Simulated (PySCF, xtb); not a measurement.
CH5IO2Si, SMILES C[Si](O)(O)I.

Coordinates come from a B3LYP-D3(BJ)/def2-SVP optimisation. The structure was generated by enumeration, and PubChem lists no compound with its InChIKey, so it may never have been made. The def2 effective core potentials stand for the cores of I; spin–orbit coupling is left out. One conformer was computed; it need not be the lowest.

The numbers are results of C-PCM-M06-2X/def2-SVP run with PySCF, not measurements.

The values are the electrostatic part of the solvation free energy, E(continuum) − E(gas) at the gas-phase geometry, in a cavity of scaled van der Waals radii (PySCF's table); cavitation and dispersion terms are not included. In vacuum the orbital gap is 9.77 eV. The dipole moment in vacuum is 1.16 D.

```tsv
solvent	ε	ΔG(elec) (kcal/mol)	dipole (D)	gap (eV)
water	78.36	-7.6	1.56	9.89
diethylether	4.24	-5.8	1.45	9.86
methanol	32.61	-7.5	1.55	9.89
```

For comparison, GFN2-xTB/ALPB(water) (xtb, at the GFN2-xTB geometry, all terms of that model) gives -9.3 kcal/mol.
